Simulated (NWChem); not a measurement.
System: MgH2; SMILES [MgH2]

Here is an NWChem input.

```
start job
memory heap 200 mb stack 900 mb global 1100 mb
geometry units angstroms noautosym nocenter noautoz
  Mg     0.000000     0.000000     0.000000
  H      0.000000     0.000000    -1.712508
  H      0.000000     0.000000     1.712508
end
basis spherical
  Mg library pcsseg-1
  H library pcsseg-1
end
dft
  xc bhlyp
  iterations 150
end
property
  shielding 2 1 2
end
task dft property
```

NWChem printed, in part:

```
             Northwest Computational Chemistry Package (NWChem) 7.3.0
             --------------------------------------------------------

                             Geometry "geometry" -> ""
                             -------------------------

 Output coordinates in angstroms (scale by  1.889725989 to convert to a.u.)

  No.       Tag          Charge          X              Y              Z
 ---- ---------------- ---------- -------------- -------------- --------------
    1 Mg                  12.0000     0.00000000     0.00000000     0.00000000
    2 H                    1.0000     0.00000000     0.00000000    -1.71250800
    3 H                    1.0000     0.00000000     0.00000000     1.71250800

 Effective nuclear repulsion energy (a.u.)       7.5706756409

                              NWChem Property Module
                              ----------------------

  itol2e modified to match energy
  convergence criterion.

                                 NWChem DFT Module
                                 -----------------

 Summary of "ao basis" -> "ao basis" (spherical)
 ------------------------------------------------------------------------------
       Tag                 Description            Shells   Functions and Types
 ---------------- ------------------------------  ------  ---------------------
 Mg                         pcsseg-1                 8       16   4s4p
 H                          pcsseg-1                 3        5   2s1p

  itol2e modified to match energy
  convergence criterion.

            General Information
            -------------------
          SCF calculation type: DFT
          Wavefunction type:  closed shell.
          No. of atoms     :     3
          No. of electrons :    14
           Alpha electrons :     7
            Beta electrons :     7
          Charge           :     0
          Spin multiplicity:     1
          Use of symmetry is: off; symmetry adaption is: off
          Maximum number of iterations: 150
          AO basis - number of functions:    26
                     number of shells:    14
          Convergence on energy requested:  1.00D-07
          Convergence on density requested:  1.00D-05
          Convergence on gradient requested:  5.00D-04

              XC Information
              --------------
                        BHLYP Method XC Functional
                     Hartree-Fock (Exact) Exchange  0.500
                        Slater Exchange Functional  0.500 local
                    Becke 1988 Exchange Functional  0.500 non-local
              Lee-Yang-Parr Correlation Functional  1.000

             Grid Information
             ----------------
          Grid used for XC integration:  fine
          Radial quadrature: Mura-Knowles
          Angular quadrature: Lebedev.
          Tag              B.-S. Rad. Rad. Pts. Rad. Cut. Ang. Pts.
          ---              ---------- --------- --------- ---------
          Mg                  1.50      123           9.0       770
          H                   0.35       60          10.0       590
          Grid pruning is: on
          Number of quadrature shells:   243
          Spatial weights used:  Erf1

      Superposition of Atomic Density Guess
      -------------------------------------

 Sum of atomic energies:        -200.58874992

      Non-variational initial energy
      ------------------------------

 Total energy =    -200.534993
 1-e energy   =    -295.285755
 2-e energy   =      87.180086
 HOMO         =      -0.300633
 LUMO         =       0.013858

   convergence    iter        energy       DeltaE   RMS-Dens  Diis-err
 ---------------- ----- ----------------- --------- --------- ---------
 d= 0,ls=0.0,diis     1   -201.2105317464 -2.09D+02  1.22D-02  6.59D-02
 d= 0,ls=0.0,diis     2   -201.2199862599 -9.45D-03  2.07D-03  1.26D-03
 d= 0,ls=0.0,diis     3   -201.2202374945 -2.51D-04  4.25D-04  1.97D-04
 d= 0,ls=0.0,diis     4   -201.2202527076 -1.52D-05  1.16D-04  2.89D-06
 d= 0,ls=0.0,diis     5   -201.2202532102 -5.03D-07  5.31D-06  4.00D-09
 d= 0,ls=0.0,diis     6   -201.2202532111 -9.12D-10  2.09D-07  1.66D-11

         Total DFT energy =     -201.220253211095
      One electron energy =     -295.626385091923
           Coulomb energy =      104.035003222995
    Exchange-Corr. energy =      -17.199546983095
 Nuclear repulsion energy =        7.570675640927

 Numeric. integr. density =       13.999999462380

                       DFT Final Molecular Orbital Analysis
                       ------------------------------------

 Vector    5  Occ=2.000000D+00  E=-2.031159D+00
              MO Center=  1.5D-12, -1.6D-12, -5.9D-12, r^2= 1.7D-01
   Bfn.  Coefficient  Atom+Function         Bfn.  Coefficient  Atom+Function
  ----- ------------  ---------------      ----- ------------  ---------------
     7      0.516310  1 Mg pz                10      0.457455  1 Mg pz
    13      0.206342  1 Mg pz

 Vector    6  Occ=2.000000D+00  E=-3.546519D-01
              MO Center= -1.1D-11,  1.3D-11,  1.3D-09, r^2= 3.3D+00
   Bfn.  Coefficient  Atom+Function         Bfn.  Coefficient  Atom+Function
  ----- ------------  ---------------      ----- ------------  ---------------
     3      0.440493  1 Mg s                 17      0.284665  2 H  s
    22      0.284665  3 H  s                  2     -0.276525  1 Mg s
    18      0.228980  2 H  s                 23      0.228980  3 H  s
     1      0.045152  1 Mg s                  4      0.028977  1 Mg s

 Vector    7  Occ=2.000000D+00  E=-3.063063D-01
              MO Center= -1.8D-11,  1.9D-11, -1.2D-09, r^2= 3.6D+00
   Bfn.  Coefficient  Atom+Function         Bfn.  Coefficient  Atom+Function
  ----- ------------  ---------------      ----- ------------  ---------------
    17      0.321378  2 H  s                 22     -0.321378  3 H  s
    18      0.296232  2 H  s                 23     -0.296232  3 H  s
    16     -0.258051  1 Mg pz                10      0.088515  1 Mg pz
     7      0.084629  1 Mg pz

 Vector    8  Occ=0.000000D+00  E= 2.351389D-02
              MO Center=  3.2D-10, -3.2D-10, -2.2D-10, r^2= 7.0D+00
   Bfn.  Coefficient  Atom+Function         Bfn.  Coefficient  Atom+Function
  ----- ------------  ---------------      ----- ------------  ---------------
     4      1.431577  1 Mg s                 18     -0.774068  2 H  s
    23     -0.774068  3 H  s                  3      0.236903  1 Mg s
    17     -0.204594  2 H  s                 22     -0.204594  3 H  s
     2     -0.141127  1 Mg s

 Vector    9  Occ=0.000000D+00  E= 6.655217D-02
              MO Center= -3.2D-10,  3.0D-10, -6.2D-12, r^2= 2.7D+00
   Bfn.  Coefficient  Atom+Function         Bfn.  Coefficient  Atom+Function
  ----- ------------  ---------------      ----- ------------  ---------------
    14      0.762853  1 Mg px                15     -0.711099  1 Mg py
     5     -0.091225  1 Mg px                 6      0.085036  1 Mg py
     8     -0.073855  1 Mg px                 9      0.068845  1 Mg py
    11     -0.061620  1 Mg px                12      0.057439  1 Mg py

 Vector   10  Occ=0.000000D+00  E= 6.655217D-02
              MO Center=  6.9D-12,  7.4D-12, -2.1D-12, r^2= 2.7D+00
   Bfn.  Coefficient  Atom+Function         Bfn.  Coefficient  Atom+Function
  ----- ------------  ---------------      ----- ------------  ---------------
    15      0.762853  1 Mg py                14      0.711099  1 Mg px
     6     -0.091225  1 Mg py                 5     -0.085036  1 Mg px
     9     -0.073855  1 Mg py                 8     -0.068845  1 Mg px
    12     -0.061620  1 Mg py                11     -0.057439  1 Mg px

     Multipole analysis of the density
     ---------------------------------

     L   x y z        total         alpha         beta         nuclear
     -   - - -        -----         -----         ----         -------
     0   0 0 0     -0.000000     -7.000000     -7.000000     14.000000

     1   1 0 0      0.000000      0.000000      0.000000      0.000000
     1   0 1 0     -0.000000     -0.000000     -0.000000      0.000000
     1   0 0 1     -0.000000     -0.000000     -0.000000      0.000000

     2   2 0 0     -7.720071     -3.860035     -3.860035      0.000000
     2   1 1 0     -0.000000     -0.000000     -0.000000      0.000000
     2   1 0 1      0.000000      0.000000      0.000000      0.000000
     2   0 2 0     -7.720071     -3.860035     -3.860035      0.000000
     2   0 1 1     -0.000000     -0.000000     -0.000000      0.000000
     2   0 0 2    -17.286764    -19.116184    -19.116184     20.945604

          -----------------------------------------
          Chemical Shielding Tensors (GIAO, in ppm)
          -----------------------------------------

                                NWChem CPHF Module
                                ------------------

  scftype          =     RHF
  nclosed          =        7
  nopen            =        0
  variables        =      133
  # of vectors     =        3
  tolerance        = 0.10D-03
  level shift      = 0.00D+00
  max iterations   =       50
  max subspace     =       30

 SCF residual:    1.0831395487729870E-006

Iterative solution of linear equations
  No. of variables      133
  No. of equations        3
  Maximum subspace       30
        Iterations       50
       Convergence  1.0D-04

   iter   nsub   residual    time
   ----  ------  --------  ---------
     1      3    5.70D-01       1.3
     2      6    1.15D-02       1.4
     3      9    1.69D-04       1.6
     4     12    1.36D-05       1.8

      Atom:    1  Mg
        Diamagnetic
    712.3211      0.0000      0.0000
      0.0000    712.3211     -0.0000
      0.0000     -0.0000    706.2323

        Paramagnetic
   -398.4386      0.0000     -0.0000
      0.0000   -398.4386      0.0000
     -0.0000      0.0000     -0.0000

        Total Shielding Tensor
    313.8825      0.0000     -0.0000
      0.0000    313.8825      0.0000
     -0.0000      0.0000    706.2323

           isotropic =     444.6657
          anisotropy =     392.3498

          Principal Components and Axis System
                 1           2           3
              706.2323    313.8825    313.8825

      1        -0.0000      0.6956      0.7184
      2         0.0000      0.7184     -0.6956
      3         1.0000      0.0000      0.0000

      Atom:    2  H
        Diamagnetic
     25.4041     -0.0000     -0.0000
     -0.0000     25.4041      0.0000
     -0.0000      0.0000     31.3288

        Paramagnetic
     -0.7341     -0.0000     -0.0000
     -0.0000     -0.7341      0.0000
     -0.0000      0.0000      0.0000

        Total Shielding Tensor
     24.6700     -0.0000     -0.0000
     -0.0000     24.6700      0.0000
     -0.0000      0.0000     31.3288

           isotropic =      26.8896
          anisotropy =       6.6588

          Principal Components and Axis System
                 1           2           3
               31.3288     24.6700     24.6700

      1        -0.0000      0.7226      0.6912
      2         0.0000     -0.6912      0.7226
      3         1.0000      0.0000      0.0000
```

Level: BHandHLYP/pcSseg-1, GIAO. All runs use the structure optimised with B3LYP/6-31G* (spherical d). The printed shielding anisotropy is the first printed principal value minus the mean of the other two.
